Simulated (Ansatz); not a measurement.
Cartesian coordinates in Å:
```
B -1.0636 -0.3693 -1.0966
Si 0.5528 -1.0708 -0.0893
Si 0.6336 0.9813 0.9986
Cl -1.3302 1.4333 0.2727
H -2.1372 -0.8703 -0.9422
H -0.8537 0.2235 -2.1140
H 1.7957 -1.3594 -0.8550
H 0.3365 -2.1589 0.9032
H 0.5606 1.1401 2.4733
H 1.5056 2.0506 0.4493
```

The species carries charge 0 and has multiplicity 1.

Q: List the ωB97M-V/def2-TZVPP orbital energies in eV (Ansatz 0.2.0). (Best estimate.)

A: Computed: Occupied: -2772.63, -1808.13, -1806.69, -263.02, -200.47, -200.41, -200.36, -187.84, -149.14, -147.83, -103.33, -103.22, -103.20, -101.97, -101.93, -101.89, -26.49, -18.90, -17.58, -15.75, -13.83, -13.70, -12.74, -12.33, -12.06, -11.21, -10.69, -9.69. Lowest empty: 0.48, 1.03, 1.68, 2.30, 2.68, 3.32, 3.58, 3.82.
